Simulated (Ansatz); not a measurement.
```yaml
crystal:
  periodic: [false, false, false]
  atoms:
    - {symbol: Br, position_ang: [-2.922645, 0.319854, 2.415105]}
    - {symbol: C, position_ang: [-0.537842, 0.811327, 2.225846]}
    - {symbol: C, position_ang: [0.054993, 0.839572, 0.437140]}
    - {symbol: C, position_ang: [-0.054033, -0.839895, -0.436708]}
    - {symbol: C, position_ang: [0.537266, -0.811370, -2.225907]}
    - {symbol: Br, position_ang: [2.921418, -0.317594, -2.417378]}
    - {symbol: H, position_ang: [0.087532, -0.149568, 2.960105]}
    - {symbol: H, position_ang: [-0.376965, 2.017000, 2.832864]}
    - {symbol: H, position_ang: [1.360596, 1.256306, 0.453021]}
    - {symbol: H, position_ang: [-0.648296, 1.780585, -0.264539]}
    - {symbol: H, position_ang: [0.650185, -1.780642, 0.264396]}
    - {symbol: H, position_ang: [-0.039705, 0.148810, -2.909735]}
    - {symbol: H, position_ang: [-0.089705, 0.148810, -2.959735]}
    - {symbol: H, position_ang: [0.377004, -2.017289, -2.832602]}
basis:
  gaussian: {orbitals: ANO-RCC-VTZP}
hamiltonian: {xc: {name: r2SCAN}, dispersion: d4}
output: {forces: true}
```

```sh
$ ansatz run in.yaml --threads 2 --pin off --events-out ev --progress --plain --max-ram 31744MiB --backend cuda --devices 0, --max-vram 18GiB
```

Output, abridged:

```
Functional definition: r2SCAN
2148 factors; their error is unknown
mean field evaluation 1: about -145929.8894 eV, gradient 6.5e1 eV
mean field evaluation 2: about -145883.2127 eV, gradient 1.2e2 eV
mean field evaluation 4: about -145928.6292 eV, gradient 6.4e1 eV
mean field evaluation 8: about -145943.4113 eV, gradient 3.3e0 eV
mean field evaluation 16: about -145943.2728 eV, gradient 8.7e-2 eV
a density is far from that of the atoms, so the factors are made again for it
1978 factors; integrals over basis functions are off by at most 1.1e-3 eV
mean field -145943.27279551 eV, -5363.3163513318 hartree, gradient 2.2e-5 eV, S^2 0.000000; 0 other end points of the search recorded, 0 dependent functions left out
reference -145943.27282712 eV, -5363.3163524933 hartree; 51, 51 occupied and 267, 267 virtual orbitals, 1978 factors
Total energy: -145943.35822610 eV, -5363.3194908480 hartree
Relativity: scalar
Atom 0 at    -2.922645     0.319854     2.415105 Å, force     2.881039     0.585935    -0.300814 eV/Å
Atom 1 at    -0.537842     0.811327     2.225846 Å, force     1.832097     0.243684     0.536248 eV/Å
Atom 2 at     0.054993     0.839572     0.437140 Å, force     0.366188     0.849189    -0.517748 eV/Å
Atom 3 at    -0.054033    -0.839895    -0.436708 Å, force     1.708249     1.079639    -0.361314 eV/Å
Atom 4 at     0.537266    -0.811370    -2.225907 Å, force     2.070412    -5.318334     5.175865 eV/Å
Atom 5 at     2.921418    -0.317594    -2.417378 Å, force    -1.071822    -0.177183    -0.302305 eV/Å
Atom 6 at     0.087532    -0.149568     2.960105 Å, force    -2.274177     3.030556    -2.490244 eV/Å
Atom 7 at    -0.376965     2.017000     2.832864 Å, force    -0.761400    -3.930522    -2.129624 eV/Å
Atom 8 at     1.360596     1.256306     0.453021 Å, force    -4.023965    -1.369787     0.144219 eV/Å
Atom 9 at    -0.648296     1.780585    -0.264539 Å, force     2.151795    -3.181300     2.376688 eV/Å
Atom 10 at     0.650185    -1.780642     0.264396 Å, force    -1.548695     3.034846    -2.471912 eV/Å
Atom 11 at    -0.039705     0.148810    -2.909735 Å, force  2015.145311     2.125584  2015.284529 eV/Å
Atom 12 at    -0.089705     0.148810    -2.959735 Å, force -2016.365843    -1.226156 -2016.175545 eV/Å
Atom 13 at     0.377004    -2.017289    -2.832602 Å, force    -0.109188     4.253848     1.231956 eV/Å
Dipole moment:    -0.052748     0.040458    -0.306064 e Å
```

In this input one atom was put on top of another. The run converged. The result belongs to that input, not to the molecule as meant.
